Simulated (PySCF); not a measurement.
A calculated (UHF, PySCF 2.14, x2c-TZVPall, the spin-free X2C one-electron Hamiltonian (Gaussian nucleus)) atom or ion has these occupied shells.

```csv
shell,electrons,orbital energy (eV),"rms radius, mean of both spins (bohr)"
1s,2,-9729.8,0.0580
2s,2,-1233.5,0.244
2p,6,-1065.0,0.219
3s,2,-157.80,0.731
3p,6,-105.51,0.777
3d,10,-20.717,1.01
4s,2,-8.130,3.08
```

(1) Name the element and its charge.

## Answers

(1) Zn (zinc, neutral), in [Ar] 3d10 4s2, closed-shell 1S.
